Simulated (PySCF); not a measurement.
# What a mistake does to a calculation on H5NOSi2

These are calculations, not measurements. The program is PySCF 2.14.0, an open-source quantum chemistry code, run on an isolated molecule that a program drew, which may never have been made. The molecule is H5NOSi2 (charge 0, singlet), drawn as the SMILES string `O[SiH2]N[SiH]`.

Each row is a Hartree-Fock (HF) and frozen-core CCSD(T) single point in the cc-pV(D+d)Z basis, meant for a local HF minimum. Run 1 is clean. Each other run has one planted mistake out of seven kinds, and not every kind appears here: one electron removed, one electron added, multiplicity raised by two, geometry at a saddle point, minimal basis STO-3G, one bond length entered in bohr, all coordinates scaled. The reference is restricted for singlets and unrestricted otherwise, and also for a bond in bohr. Adding or removing an electron swaps singlet and doublet. Electrons count all cores. HOMO and LUMO are orbital energies over both spins, the gradient is its largest component, and the lowest frequency (negative if imaginary) is given only where the gradient is small. Bond lengths are over the 8 bonds as drawn. T1 is the CCSD diagnostic: over 0.02 (restricted) or 0.045 (unrestricted) a single reference is doubtful.

Geometry of the clean run:
```xyz
9
H5NOSi2, angstrom
O     0.6300   -0.2065    2.1083
Si    0.8814    0.1207    0.5140
N    -0.5018    0.8493   -0.2588
Si   -1.7101    0.2527   -1.3343
H    -0.0075   -0.8612    2.3504
H     1.1993   -1.1089   -0.2309
H     1.9965    1.0810    0.5085
H    -0.6226    1.8227   -0.0250
H    -1.2018   -1.1798   -1.3871
```

```
run,electrons,basis functions,<S^2>,HOMO (eV),LUMO (eV),gradient (hartree/bohr),lowest frequency (cm^-1),mean bond (Å),longest bond (Å),T1,HF (hartree),CCSD(T) (hartree),mistake
1,48,99,0.000,-8.82,1.48,1.2e-05,33,1.4417,1.744,0.0147,-710.15913,-710.75977,no fault
2,48,99,2.005,-7.12,0.32,3.3e-02,-,1.4417,1.744,0.0160,-710.10333,-710.67825,multiplicity raised by two
3,49,99,0.772,-0.02,8.44,6.5e-02,-,1.4417,1.744,0.0157,-710.13164,-710.73710,one electron added
4,48,99,1.130,-8.23,0.96,3.4e-02,-,1.6356,3.296,0.0626,-710.00824,-710.60236,one bond length entered in bohr
5,48,99,0.000,-8.99,1.27,3.8e-02,-,1.5095,1.826,0.0168,-710.14069,-710.75114,all coordinates scaled
6,48,33,0.000,-5.86,7.11,3.8e-02,-,1.4417,1.744,0.0194,-701.70001,-701.90299,?
```

**Which mistake was planted in run 6, and what did it cost?**

It has 33 basis functions where the clean run has 99, with the same electrons and geometry. So the mistake is: minimal basis STO-3G. Subtracting run 1 and multiplying by 627.51 kcal/mol a hartree, the energy moved by 5308.2 kcal/mol in HF and 5557.7 kcal/mol in CCSD(T).

Cautions from the logs. Run 3: the added electron raises the CCSD(T) energy, so it isn't bound in this basis; run 4: T1 is over the limit, so its CCSD(T) energy is less reliable.
